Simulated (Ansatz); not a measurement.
Loss of C2H2: C2H5O2Si → SiH(OH)2 + C2H2

Species: C2H5O2Si `[H]/[C]=C\[SiH](O)O`, doublet; SiH(OH)2, doublet; C2H2 (acetylene) `C#C`, singlet. 

Shapes, held fixed at every level: PBE0-D4/def2-TZVP. Flexible molecules stand in one conformer, not always the lowest. Programs: Ansatz 0.2.0. Electronic energies: no zero-point or thermal term.

```csv
level,kind,ΔE (kJ/mol)
HF/def2-TZVPP,Hartree–Fock,+147.8
PBE-D4/def2-TZVPP,GGA,+142.5
r2SCAN-D4/def2-TZVPP,meta-GGA,+155.6
B3LYP-D4/def2-TZVPP,global hybrid,+139.6
PBE0-D4/def2-TZVPP,global hybrid,+156.1
wB97M-V/def2-TZVPP,range-separated hybrid,+146.1
wB97X-V/def2-TZVPP,range-separated hybrid,+151.1
B2PLYP/def2-TZVPP,double hybrid,+126.8
```

B2PLYP/def2-TZVPP gives ΔE = +126.8 kJ/mol; the levels span +126.8 to +156.1. The median of the levels is +146.9. No measured value is set beside it here. Spin contamination: C2H5O2Si (⟨S²⟩ up to 0.92). Open shells run unrestricted unless RO is named.
